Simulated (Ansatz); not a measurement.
Computed with Ansatz on PBE0-D4/def2-TZVP structures; ΔE is electronic, products minus reactants. CBS: MP2 limit from def2 TZ/QZ plus the TZ coupled-cluster correction, frozen cores. DFT in def2-TZVPP. Each species was taken in one conformer, which may not be the lowest.

Consider the isomerisation: `[SiH3]CC(Cl)Cl` → `C[Si](C)(Cl)Cl`.

CCSD(T)/CBS gives -94.0 kcal/mol.

(1) Another level gave -95.9 kcal/mol. Which?
A. r2SCAN/def2-TZVPP
B. PBE/def2-TZVPP
C. HF/def2-TZVPP
D. CCSD(T)/def2-TZVPP

Largest T1 diagnostic among the species: 0.010.

Answers

(1) A. r2SCAN -95.9, CCSD(T)/def2-TZVPP -92.7, PBE -90.8, HF/def2-TZVPP -96.9 kcal/mol.

In def2-TZVPP, CCSD(T) changes the Hartree–Fock value by +4.2 kcal/mol (the triples alone add +1.1 kcal/mol) and MP2 by +1.4 kcal/mol. From PBE to PBE0 (25 % exact exchange), in def2-TZVPP and without D4, ΔE moves by −3.0 kcal/mol.
